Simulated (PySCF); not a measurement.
**Assignment exercise: C6H10O3**

Mapped SMILES: `[CH2:1]=[C:2]([CH3:3])[CH2:4][O:5][C:6](=[O:7])[O:8][CH3:9]`. Hydrogens are named by the atom that carries them. Ha(C1) is cis to C3; Hb(C1) is trans to C3.

PySCF 2.14 calculation with PBE0-D3(BJ)/def2-SVP geometry and GIAO PBE0/pcSseg-1 shieldings; no relativistic terms, in vacuum, equivalent nuclei averaged, one computed conformer.

Referencing at the same level of theory: 13C (σ = 184.41 ppm), 1H (σ = 31.27 ppm) vs TMS.

Q: Assign these signals to the numbered atoms. 13C{1H} NMR (computed): δ 161.0 (C), 150.1 (C), 121.8 (CH2), 73.3 (CH2), 54.3 (CH3), 21.9 (CH3).

A: 
| δ (ppm) | atoms | environment | reason |
| --- | --- | --- | --- |
| 161.0 | C6 | carbonate carbon | it is a carbonyl in resonance with an O or N lone pair, the region of acids, esters and amides |
| 150.1 | C2 | fully substituted alkene carbon | the olefinic region |
| 121.8 | C1 | terminal =CH2 carbon | the olefinic region |
| 73.3 | C4 | allylic sp3 CH2 bonded to O | deshielded by the electronegative neighbour |
| 54.3 | C9 | methyl carbon bonded to O | the inductive effect lowers its shielding |
| 21.9 | C3 | allylic methyl carbon | a saturated carbon with 1 carbon neighbour and no heteroatom attached |

Q: Assign these signals to the numbered atoms. 1H NMR (400 MHz, computed): δ 5.29 (m, 1H), 5.24 (m, 1H), 4.26 (s, 2H), 3.65 (s, 3H), 1.91 (s, 3H).

A: 
| δ (ppm) | atoms | environment | reason |
| --- | --- | --- | --- |
| 5.29 | Hb(C1) | hydrogen on a terminal =CH2 carbon | olefinic region |
| 5.24 | Ha(C1) | hydrogen on a terminal =CH2 carbon | – |
| 4.26 | H(C4) | hydrogen on an allylic sp3 CH2 bonded to O | its carbon carries O, an electronegative neighbour |
| 3.65 | H(C9) | hydrogen on a methyl carbon bonded to O | its carbon carries O, an electronegative neighbour |
| 1.91 | H(C3) | hydrogen on an allylic methyl carbon | allylic position |

Hb(C1) and Ha(C1) lie closer than the usual error of such a calculation, so a measured spectrum could show them in the other order.

Shifts are as computed. Against solution values, carbons near 30 ppm lie about +2 ppm off and those near 130 ppm about +5 ppm. Of 1211 compounds with measured shifts, 218 miss one by over three times the rms of a fit or turn the order of signals round; such compounds aren't used in these exercises. Multiplicities follow the n + 1 count of equivalent neighbours, as no J values were calculated; m marks all less simple cases, F and P coupling included.
